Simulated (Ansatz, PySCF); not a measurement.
Al(All)(Cl)(OH) (C3H6AlClO), SMILES C=C[CH2][Al]([OH])[Cl]. Atoms are numbered in the order given.

```xyz
12

Al    -0.2422    -0.6114     0.7193
C     -0.3698    -1.5962    -0.9559
C     -0.2331    -0.5075    -1.9823
C      0.9174    -0.0548    -2.5036
H     -1.3192    -2.1426    -1.0608
H      0.4662    -2.3126    -1.0033
H     -1.1661    -0.0078    -2.2741
H      1.8810    -0.5076    -2.2463
H      0.9305     0.7760    -3.2132
Cl    -1.8114     0.6447     1.3767
O      1.2051    -0.6769     1.6066
H      1.4179    -0.1468     2.3801
```
Charge 0, spin multiplicity 1.

Geometry optimised at B3LYP-D3(BJ)/def2-SVP. Other conformers were not sampled.

Two levels are set side by side: PBE-D3(BJ)/def2-SVP (Ansatz, an electronic-structure program) and B3LYP-D3(BJ)/def2-SVP (Ansatz). Each level has its own optimised geometry; the coordinates shown are those of the second. Frequencies come from the Hessian of PySCF at each geometry. Differences are taken from unrounded values.

```
quantity                            B3LYP-D3(BJ)  PBE-D3(BJ)  PBE-D3(BJ) minus B3LYP-D3(BJ)
----------------------------------  ------------  ----------  -----------------------------
mean bond length (Å)                       1.369       1.377                          0.008
bond Al1–C2 (Å)                            1.947       1.954                          0.006
bond Al1–Cl10 (Å)                          2.115       2.123                          0.008
bond Al1–O11 (Å)                           1.699       1.715                          0.017
bond C2–C3 (Å)                             1.502       1.502                          0.000
bond C3–C4 (Å)                             1.342       1.354                          0.012
bond C2–H5 (Å)                             1.100       1.106                          0.005
bond C2–H6 (Å)                             1.102       1.109                          0.007
bond C3–H7 (Å)                             1.098       1.106                          0.008
bond C4–H8 (Å)                             1.095       1.103                          0.008
bond C4–H9 (Å)                             1.093       1.100                          0.007
bond O11–H12 (Å)                           0.962       0.970                          0.009
highest harmonic wavenumber (cm⁻¹)          3920        3808                           -112
mean harmonic wavenumber (cm⁻¹)             1240        1208                            -33
zero-point energy (kcal/mol)               53.20       51.80                          -1.40
```

GGA bonds tend to be longer and softer than those of functionals with exact exchange. Differences between two approximate levels are no errors against the true value.
